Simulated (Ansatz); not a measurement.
An input meant for triphenyltelluronium hexafluoroantimonate, `[F][Sb-]([F])([F])([F])([F])[F].c1ccc([Te+](c2ccccc2)c2ccccc2)cc1` (charge 0, singlet).

```yaml
crystal:
  periodic: [false, false, false]
  atoms:
    - {symbol: F, position_ang: [-0.553846, -2.290056, -4.748023]}
    - {symbol: Sb, position_ang: [-1.327461, -0.628558, -4.134250]}
    - {symbol: F, position_ang: [-0.283109, 0.424710, -5.367485]}
    - {symbol: F, position_ang: [0.152775, -0.496877, -2.786213]}
    - {symbol: F, position_ang: [-2.860343, -0.735906, -5.294629]}
    - {symbol: F, position_ang: [-1.980845, 1.024020, -3.281355]}
    - {symbol: F, position_ang: [-2.244908, -1.625871, -2.704778]}
    - {symbol: C, position_ang: [1.560062, -4.052750, 0.678105]}
    - {symbol: C, position_ang: [1.482786, -3.014283, 1.620582]}
    - {symbol: C, position_ang: [0.769670, -1.842493, 1.322264]}
    - {symbol: C, position_ang: [0.150730, -1.725439, 0.065714]}
    - {symbol: Te, position_ang: [-0.961818, 0.035256, -0.470528]}
    - {symbol: C, position_ang: [0.635936, 1.450867, -0.674655]}
    - {symbol: C, position_ang: [1.699254, 1.508205, 0.239450]}
    - {symbol: C, position_ang: [2.714727, 2.455485, 0.035644]}
    - {symbol: C, position_ang: [2.656849, 3.325603, -1.065959]}
    - {symbol: C, position_ang: [1.589173, 3.248273, -1.973927]}
    - {symbol: C, position_ang: [0.567848, 2.302308, -1.789948]}
    - {symbol: C, position_ang: [-1.388784, 0.551949, 1.586728]}
    - {symbol: C, position_ang: [-1.085600, 1.823451, 2.105442]}
    - {symbol: C, position_ang: [-1.483979, 2.149258, 3.412912]}
    - {symbol: C, position_ang: [-2.184779, 1.215320, 4.192715]}
    - {symbol: C, position_ang: [-2.496238, -0.049562, 3.664932]}
    - {symbol: C, position_ang: [-2.105477, -0.383047, 2.359375]}
    - {symbol: C, position_ang: [0.208076, -2.759735, -0.884683]}
    - {symbol: C, position_ang: [0.920842, -3.926349, -0.565202]}
    - {symbol: H, position_ang: [2.118606, -4.970386, 0.917679]}
    - {symbol: H, position_ang: [1.976192, -3.113827, 2.599819]}
    - {symbol: H, position_ang: [0.687892, -1.042975, 2.074113]}
    - {symbol: H, position_ang: [1.751726, 0.824044, 1.099189]}
    - {symbol: H, position_ang: [3.558175, 2.507308, 0.741389]}
    - {symbol: H, position_ang: [3.457261, 4.064828, -1.221442]}
    - {symbol: H, position_ang: [1.549628, 3.920066, -2.844850]}
    - {symbol: H, position_ang: [-0.255564, 2.215166, -2.515676]}
    - {symbol: H, position_ang: [-0.535360, 2.561920, 1.502129]}
    - {symbol: H, position_ang: [-1.242045, 3.143098, 3.821366]}
    - {symbol: H, position_ang: [-2.493430, 1.474802, 5.216620]}
    - {symbol: H, position_ang: [-3.049278, -0.783662, 4.271709]}
    - {symbol: H, position_ang: [-2.352876, -1.379050, 1.956383]}
    - {symbol: H, position_ang: [-0.293449, -2.663849, -1.856962]}
    - {symbol: H, position_ang: [0.970990, -4.741260, -1.303705]}
basis:
  gaussian: {orbitals: def2-mTZVPP, fitting: {mean_field: def2-universal-jkfit}}
magnetization: {spin_polarized: true, initial_magnetization: 8}
hamiltonian: {xc: {name: B2PLYP}, pseudopotentials: {relativity: none}}
scf: {lower_state_search: off}
```

```sh
$ ansatz run in.yaml --threads 2 --pin off --events-out ev --progress --plain --max-ram 32768MiB --backend cuda --devices 0, --max-vram 18GiB
```

It prints (some lines left out):

```
Functional definition: B2PLYP
2518 factors; integrals over basis functions are off by at most 1.6e0 eV
mean field evaluation 1: about -48925.4383 eV, gradient 8.3e1 eV
mean field evaluation 2: about -48925.4298 eV, gradient 8.3e1 eV
mean field evaluation 4: about -48937.9769 eV, gradient 5.1e1 eV
mean field evaluation 8: about -48957.8600 eV, gradient 6.8e0 eV
mean field evaluation 16: about -48960.3039 eV, gradient 5.3e-1 eV
mean field -48960.43812476 eV, -1799.2629145081 hartree, gradient 1.7e-6 eV, S^2 20.300165; 0 other end points of the search recorded, 0 dependent functions left out
32 core orbitals not correlated: weight in the atoms' cores, before any rotation towards them, 1.000 or more for the frozen orbitals, at most 0.000 for the correlated occupied ones
reference -48960.43846413 eV, -1799.2629269795 hartree; 84, 76 occupied and 517, 525 virtual orbitals, 2518 factors
second order -134.07071361 eV of doubles, -0.00000000 eV of singles
Total energy: -48996.63755680 eV, -1800.5932190987 hartree
Checks for a lower state left out: stability, starts, cluster_reference, orbital_swaps, neighbouring_geometries, increment
```

What is wrong with this run?

The spin is set far too high (8 unpaired electrons typed, 0 in the singlet as meant). Self-consistency was reached. The result belongs to that input, not to the species as meant. The charge 0 multiplicity 9 is spin-contaminated (final ⟨S²⟩ up to 20.30, 20.00 for a pure state).
